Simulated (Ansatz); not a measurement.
A made-up structure of B$_{2}$H$_{3}$OF, closed shell:

```xyz
7
angstrom
O -0.1980 0.9260 -1.2289
B 0.1328 0.5157 0.0189
B -0.0762 -1.1203 0.4539
F -1.1844 -1.5201 1.0688
H -0.0292 1.8590 -1.3859
H -0.5286 0.6539 -2.0993
H 0.7531 -1.9803 0.2827
```

It is relaxed with PBE-D4/def2-SVP and then PBE0-D4/def2-TZVP (Ansatz 0.2.0). Atoms count as bonded within 1.22 times the sum of their covalent radii (H–H: 0.88 Å). The end point is not checked to be a true minimum.

**Question.** Does its bonding change? (Judge from chemistry; the calculation decides.)

**Answer.** Computed: No: no bond forms or breaks.

Where it ends: The first stage lowers the energy by 0.55 eV in 15 steps. It ends as B₂H₃OF ([OH2][B][BH][F]):
O1  (-0.163, 1.019, -1.288)
B2  (0.070, 0.426, 0.049)
B3  (-0.160, -1.142, 0.420)
F4  (-1.185, -1.630, 1.147)
H5  (0.093, 1.935, -1.435)
H6  (-0.580, 0.606, -2.070)
H7  (0.796, -1.879, 0.287)
(Å)

Labels in which every atom is bracketed show which atoms are joined, not bond orders.

For scale, one of the runs: PBE0-D4/def2-TZVP relaxation, 142 basis functions, launched by `ansatz run in.yaml --threads 2 --pin off --events-out ev --progress --plain --max-ram 4352MiB`. Hardware: 2 CPU threads of an Arm Neoverse V2, shared host. Wall time about 27 s.
